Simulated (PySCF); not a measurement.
A calculated (PBE, PySCF 2.14, x2c-TZVPPall with one added diffuse shell each of s, p, d, f type, the spin-free X2C one-electron Hamiltonian (Gaussian nucleus)) atom or ion has these occupied shells.

| shell | electrons | orbital energy (eV) | rms radius, mean of both spins (bohr) |
| --- | --- | --- | --- |
| 1s β | 1 | -69257.2 | 0.0208 |
| 1s α | 1 | -69257.2 | 0.0208 |
| 2s α | 1 | -11952.1 | 0.0839 |
| 2s β | 1 | -11952.0 | 0.0839 |
| 2p α | 3 | -10489.2 | 0.0762 |
| 2p β | 3 | -10489.1 | 0.0762 |
| 3s α | 1 | -2751.8 | 0.215 |
| 3s β | 1 | -2751.7 | 0.215 |
| 3p α | 3 | -2316.3 | 0.216 |
| 3p β | 3 | -2316.2 | 0.216 |
| 3d α | 5 | -1798.2 | 0.197 |
| 3d β | 5 | -1798.1 | 0.197 |
| 4s α | 1 | -564.93 | 0.478 |
| 4s β | 1 | -564.81 | 0.478 |
| 4p α | 3 | -421.22 | 0.509 |
| 4p β | 3 | -421.11 | 0.509 |
| 4d α | 5 | -234.68 | 0.550 |
| 4d β | 5 | -234.56 | 0.550 |
| 5s α | 1 | -75.742 | 1.14 |
| 5s β | 1 | -74.425 | 1.14 |
| 5p α | 3 | -40.753 | 1.34 |
| 5p β | 3 | -38.938 | 1.34 |
| 4f α | 7 | -29.990 | 0.684 |
| 4f β | 7 | -29.697 | 0.684 |
| 5d α | 5 | -3.227 | 2.62 |
| 5d β | 1 | -1.385 | 2.62 |

Task: Name the element and its charge.

Result: W (tungsten, neutral), in [Xe] 4f14 5d6, high-spin 5D determinant (an excited configuration).
